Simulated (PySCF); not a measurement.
# Checking a proposed structure

A compound C₄H₁₅NOSi₂ gives the data below (simulated from a calculation) and was assigned the structure `CC(C)(C)N[SiH2]O[SiH3]`.

13C{1H} NMR (computed): δ 38.6 (CH3, 2C), 0.5 (CH3), -1.0 (CH3).

1H NMR (500 MHz, computed): δ 5.24 (m, 1H), 5.23 (m, 1H), 5.09 (q, 1H), 2.59 (s, 6H), 0.33 (m, 3H), 0.15 (d, 3H).

No relativistic terms, one conformer, gas phase, fast rotation and ring inversion assumed for equivalent nuclei. NMR shieldings at PBE0/pcSseg-1/GIAO; coordinates at the GFN2-xTB level; PySCF 2.14.0 with density-fitted response routines.

Scale: TMS for 1H (σref 31.72), 13C (σref 186.93) (reference shieldings calculated alike).

(1) Compare with the shifts computed for the proposed structure, pairing carbons in order of shift.

(2) Which isomer fits?

## Answers

(1) Atoms are numbered as in `[CH3:1][C:2]([CH3:3])([CH3:4])[NH:5][SiH2:6][O:7][SiH3:8]`. Hydrogens are named by the atom that carries them.

```csv
atom,computed for proposal,given list,difference
C2,50.2,38.6,+11.6
C1,34.4,38.6,-4.2
C3,34.4,0.5,+33.9
C4,34.4,-1.0,+35.4
```

The rms difference is 25.3 ppm and the largest +35.4 ppm at C4 (methyl carbon). The proposal also would give 2 carbon signals, not 3. The carbon types in order of shift don't match either: C, CH3, CH3, CH3 for the proposal against CH3, CH3, CH3, CH3 in the data. The proposal doesn't fit.

(2) `[Si@@H](O[SiH2]C)(C)N(C)C`.

- Carbon types of the structure: 4 × CH3, leaving 3 H on heteroatoms.
- δC 38.6: methyl carbon bonded to N; pulled downfield by the heteroatom.
- δC 0.5, -1.0: methyl carbon bonded to Si; an electropositive neighbour leaves it electron-rich and shielded.
- δH 2.59: hydrogen on a methyl carbon bonded to N; its carbon carries N, an electronegative neighbour.
- δH 0.33, 0.15: hydrogen on a methyl carbon bonded to Si; an electropositive neighbour shields it, as in TMS itself.

This is the structure that produced the data.

Shifts are as computed. Against solution values, carbons near 30 ppm lie about +3 ppm off and those near 130 ppm about +5 ppm. Of 1309 compounds with measured shifts, 239 miss one by over three times the rms of a fit or turn the order of signals round; such compounds aren't used in these exercises. Multiplicities follow the n + 1 count of equivalent neighbours, as no J values were calculated; m marks all less simple cases, F and P coupling included.
